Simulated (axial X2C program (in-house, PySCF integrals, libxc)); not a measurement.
# Which molecule has these constants?

Computed with an in-house all-electron X2C program for linear molecules (integrals from PySCF), spin-free (one-electron X2C) or two-component (2c: spin–orbit coupling with atomic mean-field Coulomb and Gaunt terms, which also bring small scalar terms), in Dyall basis sets with cores contracted in-house; open shells are unrestricted.

A two-component CCSD(T) calculation in a Dyall 3-zeta basis gave Re = 1.319 Å, ωe = 2681.9 cm⁻¹, De = 4.66 eV, Ω = 3/2.

Question: Which molecule is it?
A. HI⁺
B. HCl⁺
C. HBr⁺
D. HF⁺

Answer: B. The others have HF⁺ 1.005 Å and 3093.3 cm⁻¹ (Ω = 3/2); HBr⁺ 1.450 Å and 2447.4 cm⁻¹ (Ω = 3/2); HI⁺ 1.637 Å and 2198.8 cm⁻¹ (Ω = 3/2).

Frozen shells (counts by l): HCl⁺ Cl 2s1p, H none, 7 electrons correlated; HF⁺ F 1s, H none, 7 electrons correlated; HBr⁺ Br 3s2p1d, H none, 7 electrons correlated; HI⁺ I 4s3p2d, H none, 7 electrons correlated. Coupled cluster in natural virtuals with an MP2 remainder. Where the outer core of a metal is frozen, bonds come out longer and ionisation energies lower.

Each entry is the lowest single determinant of a limited PBE0 search at one distance. De goes to single-determinant-based atoms at the same level (for ions the charge split of lowest energy) and is withheld (n/a) where an atom does not fit its ground term or J level. Main or longest-lived isotopes.
